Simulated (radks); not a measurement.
Charge is removed step by step from the 2s down level of the arsenic ion As24+, starting from [He] 2s(up 1, down 1) 2p5. Method: scalar-relativistic Kohn-Sham, r2SCAN, spin-polarised, spherical densities, finite nucleus; open shells are filled with parallel spins first; meta-GGA in the generalised Kohn-Sham scheme; Fermi nuclear charge, rms radius 4.0968 fm; computed with a radial shooting solver on a logarithmic mesh with Libxc functionals.

removed (e)	E - E(0) (eV)	eigenvalue (eV)	E minus straight line (eV)
0	0.000	-2605.7	0.000
0.1	261.06	-2616.3	-4.722
0.2	523.18	-2626.9	-8.381
0.3	786.37	-2637.5	-10.978
0.4	1050.6	-2648.1	-12.517
0.5	1315.9	-2658.6	-13.003
0.6	1582.2	-2669.0	-12.444
0.7	1849.6	-2679.3	-10.849
0.8	2118.0	-2689.4	-8.231
0.9	2387.4	-2699.3	-4.607
1	2657.8	-2709.0	0.000

Removing the whole electron costs 2657.8 eV by Delta-SCF, against 2605.7 eV from minus the eigenvalue at the starting occupation. Slater's transition state (half an electron removed) gives 2658.6 eV. Integrating minus the eigenvalue over the occupation (Janak's theorem) gives 2658.2 eV. In this scalar-relativistic scheme the density is built from large components alone, so the theorem holds only approximately. The mean slope of the eigenvalue, de/dn, is 103 eV per electron.
